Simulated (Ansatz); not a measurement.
The pair A = BH3 (SMILES B) (first 4 atoms), B = C2H6S (SMILES CSC); geometry from B3LYP-D3(BJ)/def2-TZVP.
(charge 0, multiplicity 1):
```xyz
13

B     -0.3293     0.6027     0.7595
H      0.0017    -0.2209    -0.0559
H     -1.4951     0.9039     0.7056
H      0.4334     1.5290     0.8904
C      1.5601    -0.6485     2.6486
S     -0.2129    -0.3827     2.4437
C     -0.4891     0.8914     3.6912
H      1.7633    -1.0632     3.6343
H      1.8614    -1.3570     1.8801
H      2.0859     0.2934     2.5013
H     -0.3006     0.4877     4.6844
H     -1.5310     1.1925     3.6060
H      0.1542     1.7451     3.4842
```

Frozen-core correlation. MP2 and its Hartree–Fock in aug-cc-pV(T+d)Z are density fitted.

Run with Ansatz (Gaussian orbitals). Each number belongs to the level named beside it.

The counterpoise-corrected interaction energy is E(AB) − E(A in the pair's basis) − E(B in the pair's basis). Total energies (hartree):

```
level                              AB  A in the pair's basis  B in the pair's basis
-----------------------  ------------  ---------------------  ---------------------
HF/aug-cc-pV(D+d)Z       -503.1787472            -26.3729398           -476.7698881
MP2/aug-cc-pV(D+d)Z      -503.7516534            -26.4708513           -477.2255981
HF/aug-cc-pV(T+d)Z       -503.2242573            -26.3812601           -476.8055366
MP2/aug-cc-pV(T+d)Z      -503.9146099            -26.4978836           -477.3560338
CCSD(T)/aug-cc-pV(D+d)Z  -503.8395426            -26.4972078           -477.2903417
```

Work out the counterpoise-corrected interaction energy at the basis-set limit: extrapolate the MP2 correlation part as X⁻³, take Hartree–Fock from the larger set, and add the CCSD(T) − MP2 difference of aug-cc-pV(D+d)Z.


1. Differences (1 hartree = 627.509 kcal/mol): HF/aug-cc-pV(D+d)Z -22.540; MP2/aug-cc-pV(D+d)Z -34.641; HF/aug-cc-pV(T+d)Z -23.507; MP2/aug-cc-pV(T+d)Z -38.085; CCSD(T)/aug-cc-pV(D+d)Z -32.626.
2. Correlation parts, MP2 less HF: -12.101 in aug-cc-pV(D+d)Z (X = 2), -14.578 in aug-cc-pV(T+d)Z (X = 3).
3. Limit (3³·(-14.578) − 2³·(-12.101))/(3³ − 2³) = -15.621; with HF/aug-cc-pV(T+d)Z it gives -39.128.
4. CCSD(T) less MP2 in aug-cc-pV(D+d)Z: 2.015.
Result: -37.11 kcal/mol, against -34.64 at MP2/aug-cc-pV(D+d)Z. It is an estimate of this method's limit, not of the exact value.

Ansatz is a first-principles code.
